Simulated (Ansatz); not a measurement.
Reaction (ligand exchange at a B–C bond): `CCBN[SiH3]` + H₂S → `[SiH3]NBS` + `CC`

Calculated with Ansatz (gas phase, PBE0-D4/def2-TZVP geometries, no zero-point term in ΔE). CBS: MP2 limit from def2 TZ/QZ plus the TZ coupled-cluster correction, frozen cores. This one scheme is used for every species. DFT in def2-TZVPP. B3LYP here is the variant with VWN-RPA as its local correlation; programs differ in this. Each species was taken in one conformer, which may not be the lowest.

(1) Is it downhill or uphill in electronic energy at CCSD(T)/CBS, and by how much? (Estimate.)

(2) What do these levels give: PBE-D4, B3LYP-D4, ωB97X-V, PBE, r2SCAN, HF/def2-QZVPP? (Estimate.)

Largest T1 diagnostic among the species: 0.012.

Answers

(1) Ansatz gave: Downhill: ΔE = -74.7 kJ/mol.

(2) The calculation gave: PBE-D4 -79.7, B3LYP-D4 -77.2, ωB97X-V -75.4, PBE -80.9, r2SCAN -81.9, HF/def2-QZVPP -76.0 kJ/mol.
